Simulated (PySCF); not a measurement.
CH5N2S (SMILES NC([NH3+])=S), charge +1, singlet, at a GFN2-xTB geometry; PBE/STO-3G run with PySCF.

Here is a job for PySCF.
```python
from pyscf import gto, scf, dft

mol = gto.M(
    atom='''
N     1.132724   -1.071908   -0.254745
C     0.116556   -0.236603   -0.051112
N    -1.247639   -0.934801   -0.136440
S     0.107643    1.340122    0.260057
H     1.042190   -2.057952   -0.445657
H     2.068056   -0.693196   -0.215955
H    -1.957904   -0.203952    0.034872
H    -1.353291   -1.672009    0.576522
H    -1.416264   -1.348266   -1.065721
''',
    basis='sto-3g',
    charge=1,
    spin=0,
    verbose=4,
)

mf = dft.RKS(mol)
mf.xc = 'pbe'
mf.grids.atom_grid = (99, 590)
mf.grids.prune = None
mf.kernel()
```

Output, abridged:

```
PySCF version 2.14.0

[INPUT] verbose = 4
[INPUT] num. atoms = 9
[INPUT] num. electrons = 40
[INPUT] charge = 1
[INPUT] spin (= nelec alpha-beta = 2S) = 0
[INPUT] symmetry False subgroup None
[INPUT] Mole.unit = angstrom
[INPUT] Symbol           X                Y                Z      unit          X                Y                Z       unit  Magmom
[INPUT]  1 N      1.132724000000  -1.071908000000  -0.254745000000 AA    2.140538134722  -2.025612550730  -0.481398281602 Bohr   0.0
[INPUT]  2 C      0.116556000000  -0.236603000000  -0.051112000000 AA    0.220258918175  -0.447114870250  -0.096587681679 Bohr   0.0
[INPUT]  3 N     -1.247639000000  -0.934801000000  -0.136440000000 AA   -2.357696012326  -1.766517870970  -0.257834232436 Bohr   0.0
[INPUT]  4 S      0.107643000000   1.340122000000   0.260057000000 AA    0.203415789227   2.532463553504   0.491436506776 Bohr   0.0
[INPUT]  5 H      1.042190000000  -2.057952000000  -0.445657000000 AA    1.969453669760  -3.888965657501  -0.842169675495 Bohr   0.0
[INPUT]  6 H      2.068056000000  -0.693196000000  -0.215955000000 AA    3.908059450264  -1.309950590644  -0.408095805230 Bohr   0.0
[INPUT]  7 H     -1.957904000000  -0.203952000000   0.034872000000 AA   -3.699902338190  -0.385413422557   0.065898529416 Bohr   0.0
[INPUT]  8 H     -1.353291000000  -1.672009000000   0.576522000000 AA   -2.557349356839  -3.159639087808   1.089468684786 Bohr   0.0
[INPUT]  9 H     -1.416264000000  -1.348266000000  -1.065721000000 AA   -2.676351080081  -2.547853483063  -2.013920815198 Bohr   0.0

nuclear repulsion = 165.978655085733
number of shells = 19
number of NR pGTOs = 87
number of NR cGTOs = 29
basis = sto-3g
ecp = {}

******** <class 'pyscf.dft.rks.RKS'> ********
method = RKS
initial guess = minao
damping factor = 0
level_shift factor = 0
DIIS = <class 'pyscf.scf.diis.CDIIS'>
diis_start_cycle = 1
diis_space = 8
diis_damp = 0
SCF conv_tol = 1e-09
SCF conv_tol_grad = None
SCF max_cycles = 50
direct_scf = True
direct_scf_tol = 1e-13
XC library pyscf.dft.libxc version 7.1.2
    S. Lehtola, C. Steigemann, M. J. T. Oliveira, and M. A. L. Marques,  SoftwareX 7, 1–5 (2018)
XC functionals = pbe
    J. P. Perdew, K. Burke, and M. Ernzerhof,  Phys. Rev. Lett. 77, 3865 (1996)
    J. P. Perdew, K. Burke, and M. Ernzerhof,  Phys. Rev. Lett. 78, 1396 (1997)
    J. P. Perdew, K. Burke, and M. Ernzerhof,  Phys. Rev. Lett. 77, 3865 (1996)
    J. P. Perdew, K. Burke, and M. Ernzerhof,  Phys. Rev. Lett. 78, 1396 (1997)
radial grids:
    Treutler-Ahlrichs [JCP 102, 346 (1995); DOI:10.1063/1.469408] (M4) radial grids

becke partition: Becke, JCP 88, 2547 (1988); DOI:10.1063/1.454033
pruning grids: None
grids dens level: 3
symmetrized grids: False
atomic radii adjust function: <function treutler_atomic_radii_adjust>
User specified grid scheme (99, 590)
small_rho_cutoff = 0
Set gradient conv threshold to 3.16228e-05
Initial guess from minao.
tot grids = 525696
init E= -542.472722359581
  HOMO = -0.228237507460397  LUMO = -0.0357228702092297  gap/eV = 5.23859
cycle= 1 E= -541.750530484555  delta_E= 0.722  |g|= 0.539  |ddm|= 3.88
  HOMO = -0.231702474457941  LUMO = -0.0963721116041967  gap/eV = 3.68253
cycle= 2 E= -539.811889468172  delta_E= 1.94  |g|= 2.25  |ddm|= 5.05
  HOMO = -0.266404208979617  LUMO = -0.141575657610667  gap/eV = 3.39676
cycle= 3 E= -541.865439493776  delta_E= -2.05  |g|= 0.24  |ddm|= 4.27
  HOMO = -0.263914541867032  LUMO = -0.148482400750045  gap/eV = 3.14107
cycle= 4 E= -541.870777832097  delta_E= -0.00534  |g|= 0.169  |ddm|= 0.492
  HOMO = -0.276076072047649  LUMO = -0.155051223374572  gap/eV = 3.29325
cycle= 5 E= -541.881874186405  delta_E= -0.0111  |g|= 0.0359  |ddm|= 0.321
  HOMO = -0.274939417845409  LUMO = -0.155739599812348  gap/eV = 3.24359
cycle= 6 E= -541.882165521532  delta_E= -0.000291  |g|= 0.0164  |ddm|= 0.0607
  HOMO = -0.275059478693812  LUMO = -0.155208820058052  gap/eV = 3.26130
cycle= 7 E= -541.882238441356  delta_E= -7.29e-05  |g|= 0.00771  |ddm|= 0.0134
  HOMO = -0.275932441574611  LUMO = -0.15561072430783  gap/eV = 3.27412
cycle= 8 E= -541.882263019324  delta_E= -2.46e-05  |g|= 0.00125  |ddm|= 0.013
  HOMO = -0.275971516907653  LUMO = -0.155579811633419  gap/eV = 3.27603
cycle= 9 E= -541.882263589584  delta_E= -5.7e-07  |g|= 8.19e-05  |ddm|= 0.00193
  HOMO = -0.275980461812202  LUMO = -0.15558222442862  gap/eV = 3.27620
cycle= 10 E= -541.882263592393  delta_E= -2.81e-09  |g|= 4.33e-06  |ddm|= 0.000161
  HOMO = -0.275980397239273  LUMO = -0.155582288743016  gap/eV = 3.27620
cycle= 11 E= -541.882263592402  delta_E= -8.75e-12  |g|= 5.68e-07  |ddm|= 6.55e-06
  HOMO = -0.275980297085397  LUMO = -0.155582332114878  gap/eV = 3.27620
Extra cycle  E= -541.882263592401  delta_E= 1.36e-12  |g|= 1.94e-06  |ddm|= 4.02e-06
converged SCF energy = -541.882263592401
```
